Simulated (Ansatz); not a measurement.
`C=C[SiH2]Br` + HCl → `Cl[SiH2]Br` + `C=C` at 298.15 K and 1 bar (ligand exchange at the Si–C bond).

Gas-phase electronic energies from Ansatz, PBE0-D4/def2-TZVP geometries. CCSD(T)/CBS is the MP2 limit (def2-TZVPP, def2-QZVPP) plus CCSD(T) − MP2 in def2-TZVPP, frozen cores. This one scheme is used for every species. For Br outer-core shells are correlated without core-valence functions, which leaves a few kJ/mol of doubt a bond. Scalar relativity is left out up to krypton. Each species was taken in one conformer, which may not be the lowest.

| species | CCSD(T)/CBS energy (Eh) | H − E (kJ/mol) | S (J/(mol·K)) |
| --- | --- | --- | --- |
| `C=C[SiH2]Br` | -2941.53535 | 177.4 | 331.7 |
| HCl | -460.38127 | 26.6 | 186.8 |
| `Cl[SiH2]Br` | -3323.46904 | 66.3 | 304.6 |
| `C=C` | -78.48111 | 144.6 | 218.9 |

H − E and S are ideal-gas, rigid-rotor, harmonic terms from PBE0-D4/def2-TZVP, for one conformer and one mirror image of each species. 1 Eh = 2625.50 kJ/mol, R = 8.31446 J/(mol·K).

Question: By hand: ΔE, ΔH, ΔS and ΔG.

Answer: ΔE = (-3323.46904) + (-78.48111) − (-2941.53535) − (-460.38127) = -0.03353 Eh = -88.0 kJ/mol. Δ(H − E) = 66.3 + 144.6 − 177.4 − 26.6 = 6.9, so ΔH = -81.1 kJ/mol. ΔS = 304.6 + 218.9 − 331.7 − 186.8 = 5.0 J/(mol·K). ΔG = -81.1 − 298.15 × (5.0)/1000 = -82.6 kJ/mol.

Question: By hand: the equilibrium constant, and the temperature at which ΔG would vanish if ΔH and ΔS stayed fixed.

Answer: log₁₀ K = −ΔG/(RT ln 10) = 14.5. ΔH and −TΔS have one sign here, so there is no such temperature. One of them is within its doubt of zero, so this could turn.

The number of gas molecules stays the same, so ΔS is small and ΔH decides. A doubt of 5 kJ/mol in ΔE shifts log₁₀ K by 0.9 here. Other conformers and mirror images would add mixing entropy, several J/(mol·K) or more a flexible species. These are equilibria of isolated gas molecules and say nothing of rates. Largest T1 diagnostic: 0.011 (customary marks: 0.02 for closed shells, 0.045 for open ones).
